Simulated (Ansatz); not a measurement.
The cluster Li3Sn⁺, relaxed as a singlet with RKS PBE0-D4/def2-TZVP in Ansatz, starting from the GFN2-xTB geometry. Force threshold 0.02 eV/Å.

In the def2 sets Sn takes a core potential; there is no spin–orbit coupling. The restricted singlet is unstable: a solution with broken spin symmetry lies lower. The structure comes from a short search, and lower isomers may exist.

Start:

Cartesian coordinates in Å:
```
Li 0.943 1.033 -0.364
Li -1.853 1.585 -0.276
Li 1.819 -1.632 0.297
Sn -0.909 -0.986 0.343
```

```json
{"step": "1", "energy (eV)": "-6439.0297", "largest force component (eV/Å)": "0.408", "SCF passes": "27"}
{"step": "2", "energy (eV)": "-6439.2173", "largest force component (eV/Å)": "0.252", "SCF passes": "28"}
{"step": "3", "energy (eV)": "-6439.3226", "largest force component (eV/Å)": "0.112", "SCF passes": "31"}
{"step": "4", "energy (eV)": "-6439.3757", "largest force component (eV/Å)": "0.080", "SCF passes": "31"}
{"step": "5", "energy (eV)": "-6439.4062", "largest force component (eV/Å)": "0.049", "SCF passes": "29"}
{"step": "6", "energy (eV)": "-6439.4289", "largest force component (eV/Å)": "0.104", "SCF passes": "29"}
{"step": "7", "energy (eV)": "-6439.4624", "largest force component (eV/Å)": "0.107", "SCF passes": "29"}
{"step": "8", "energy (eV)": "-6439.4794", "largest force component (eV/Å)": "0.192", "SCF passes": "24"}
{"step": "9", "energy (eV)": "-6439.4970", "largest force component (eV/Å)": "0.108", "SCF passes": "28"}
{"step": "10", "energy (eV)": "-6439.5030", "largest force component (eV/Å)": "0.013", "SCF passes": "25"}
{"step": "11 (rejected)", "energy (eV)": "-6439.5010", "largest force component (eV/Å)": "0.040", "SCF passes": "25"}
{"step": "12", "energy (eV)": "-6439.5031", "largest force component (eV/Å)": "0.002", "SCF passes": "23"}
```

Force components are those of the run's own axes.

End:

```tsv
atom	x (Å)	y (Å)	z (Å)
Li1	1.7752	1.9145	-0.6752
Li2	-2.6350	0.5671	0.0668
Li3	0.8598	-2.4818	0.6085
Sn4	0.0000	0.0002	0.0000
```

Bonds lost: Li1–Li2, Li1–Li3 (atoms count from 1).

The force fell under the threshold at step 10, but the optimiser went on. No frequencies were taken in this run, so the end may be a saddle point.

Hardware: 4 threads of Arm Neoverse V1 on a shared host. Wall time 14 s.
